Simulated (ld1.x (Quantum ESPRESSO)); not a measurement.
**Transferability test, TM potential for gold**

ld1.x (Quantum ESPRESSO) 7.5 input, shortened:

```
&input
   title='Au', zed=79., rel=1, dft='PBE', iswitch=3,
   config='[Xe] 4f14 5d10 6s0.75 6p0.25'
 /
 &inputp
   pseudotype=2, tm=.true., lloc=1,
   nlcc=.false.
 /
3
6S  1  0   0.75   0.00  2.50  2.50  0.0
5D  3  2  10.00   0.00  1.40  1.40  0.0
6P  2  1   0.25   0.00  2.06  2.06  0.0
 &test
   configts(1)='5d10 6s0.75 6p0.25'
 /
```

Energies are relative to the spin-unpolarised reference configuration 5d10 6s0.75 6p0.25; without spin polarisation the order of configurations can differ from experiment.

| valence configuration | charge | ΔE all-electron (eV) | error AE − PS (meV) |
| --- | --- | --- | --- |
| 5d10 6s1 6p0 | 0 | -1.258 | +0.2 |
| 5d10 6s0 6p0 | +1 | 8.151 | -0.6 |
| 5d10 6s0.5 6p0 | +0.5 | 2.515 | -0.7 |
| 5d8 6s0 6p0 | +3 | 63.236 | -393 |
| 5d7 6s0 6p0 | +4 | 110.948 | -1025 |

What are ΔE and the potential's error for 5d9 6s0 6p0?

ΔE = 29.359 eV all-electron; the error (AE − PS) is -72 meV.

What are ΔE and the potential's error for 5d10 6s0 6p1?

ΔE = 3.990 eV all-electron; the error (AE − PS) is -1.3 meV.

Note: ghost state, extra bound levels that the all-electron valence spectrum of the same l lacks: s at -99.3 eV. A true bound ghost makes a file unfit for plane-wave use.
